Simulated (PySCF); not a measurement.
**Excitation energy of Be by level of theory**

Be [He] 2s2 (1S) → Be [He] 2s1 2p1 (3P), as a difference of total energies. Computed with PySCF 2.14 in aug-cc-pVDZ (4s3p2d, 23 functions), with the non-relativistic Hamiltonian (point nucleus). Correlated levels: valence: 1s2 frozen. The calculations carry no spin-orbit coupling.

```json
{"method": "UHF", "excitation energy (eV)": "1.632", "error (eV)": "-1.093"}
{"method": "LDA", "excitation energy (eV)": "2.424", "error (eV)": "-0.301"}
{"method": "PBE", "excitation energy (eV)": "2.322", "error (eV)": "-0.403"}
{"method": "PBE0", "excitation energy (eV)": "2.301", "error (eV)": "-0.424"}
{"method": "r2SCAN", "excitation energy (eV)": "2.149", "error (eV)": "-0.576"}
{"method": "B2PLYP", "excitation energy (eV)": "2.502", "error (eV)": "-0.223"}
{"method": "wB97X", "excitation energy (eV)": "2.388", "error (eV)": "-0.337"}
{"method": "r2SCAN0", "excitation energy (eV)": "2.194", "error (eV)": "-0.531"}
{"method": "revPBE", "excitation energy (eV)": "2.348", "error (eV)": "-0.377"}
{"method": "MP2 (valence)", "excitation energy (eV)": "2.274", "error (eV)": "-0.451"}
{"method": "SCS-MP2 (valence)", "excitation energy (eV)": "2.454", "error (eV)": "-0.271"}
```

Reference: 2.725 eV (measured; NIST levels, between the centres of gravity of the two terms).

Errors of the correlated levels include the incompleteness of this basis and the frozen core.
